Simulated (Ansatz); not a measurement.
`B[SiH2]O[SiH2]F` + `OCOC[SiH3]` → `OCO[SiH2]F` + `B[SiH2]OC[SiH3]`  (redistribution)

Program: Ansatz. Geometries: PBE0-D4/def2-TZVP. ΔE: electronic, gas phase. CCSD(T)/CBS is the MP2 limit (def2-TZVPP, def2-QZVPP) plus CCSD(T) − MP2 in def2-TZVPP, frozen cores. Each species was taken in one conformer, which may not be the lowest.

| species | CCSD(T)/CBS(def2) energy (Eh) |
| --- | --- |
| `B[SiH2]O[SiH2]F` | -781.64352 |
| `OCOC[SiH3]` | -520.31187 |
| `OCO[SiH2]F` | -580.37781 |
| `B[SiH2]OC[SiH3]` | -721.56493 |

Task: Work out ΔE.

Result: ΔE = (-580.37781) + (-721.56493) − (-781.64352) − (-520.31187) = 0.01265 Eh = +33.2 kJ/mol.

Largest T1 diagnostic among the species: 0.012.
